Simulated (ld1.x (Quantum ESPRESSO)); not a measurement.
Ho (Z = 67): one change to a TM potential, before and after

| Quantity | Value |
| --- | --- |
| Element | Ho (Z = 67) |
| Generator | ld1.x (Quantum ESPRESSO) 7.5 |
| Type | norm-conserving Troullier–Martins (Kleinman–Bylander form) |
| Functional | LDA (PZ) |
| Relativity | fully relativistic |
| Frozen core | [Xe] 4f10 |
| Valence charge | 3 |
| Reference configuration | 5d1 6s1.5 6p0 (charge +0.5) |
| Partial waves | 6s (bound): rc 2.80 bohr; 6p (bound, empty): rc 3.75 bohr; 5d (bound): rc 1.95 bohr |
| Local potential | all-electron potential smoothed inside 3.15 bohr (lloc = -1) |
| Core correction | a·sin(br)/r model core, default radius (core density twice the valence density) |

Open shells are filled in proportion to 2j + 1 (rel_dist='average').

Change: core correction a·sin(br)/r model core inside 1.52 bohr.

Cutoffs: the cutoffs (Ry, on a coarse ladder) from which the occupation-weighted sum of valence levels, in a spherical-Bessel basis at the reference potential, stays within 10 and 1 mRy of its value at 400 Ry; they do not see the model core or the augmentation charge, which bear on the density cutoff. Errors are all-electron minus pseudo energies relative to the spin-unpolarised reference configuration.

Question: How do hardness, ghosts and transferability respond?

Answer: The potential gets neither clearly harder nor softer (18 Ry and 21 Ry → 18 Ry and 21 Ry); of the 7 tests that both files solve, the error grows in 4 and shrinks in 0 by more than 15 % and 0.3 meV (median size 26.4 → 35.4 meV); neither file shows a bound ghost. The default core radius of the base comes out at 2.33 bohr. A model core, the more so a compact one, raises the density cutoff, which this test does not measure.

```tsv
quantity	base	changed
cutoff, loose	18 Ry	18 Ry
cutoff, tight	21 Ry	21 Ry
bound ghosts	none	none
error for 5d1 6s2 6p0, meV [ΔE -2.89 eV]	0.0	-0.2
error for 5d1 6s1 6p0, meV [ΔE 4.26 eV]	-0.8	-0.9
error for 5d1 6s0 6p0, meV [ΔE 17.14 eV]	-39	-40
error for 5d0 6s2 6p1, meV [ΔE -1.32 eV]	-64	-91
error for 5d1.5 6s1.5 6p0, meV [ΔE -1.79 eV]	-6.4	-8.7
error for 5d2 6s1 6p0, meV [ΔE -0.62 eV]	-26	-35
error for 5d2 6s0 6p0, meV [ΔE 5.97 eV]	-42	-62
s: phases at 4.06 bohr within 0.05 rad from the reference energy up to (Ry; the scan ends near 5)	0.0	0.0
p1/2: phases at 4.06 bohr within 0.05 rad from the reference energy up to (Ry; the scan ends near 5)	0.6	0.6
p3/2: phases at 4.06 bohr within 0.05 rad from the reference energy up to (Ry; the scan ends near 5)	0.3	0.3
d3/2: phases at 4.06 bohr within 0.05 rad from the reference energy up to (Ry; the scan ends near 5)	0.6	0.6
d5/2: phases at 4.06 bohr within 0.05 rad from the reference energy up to (Ry; the scan ends near 5)	0.6	0.6
```
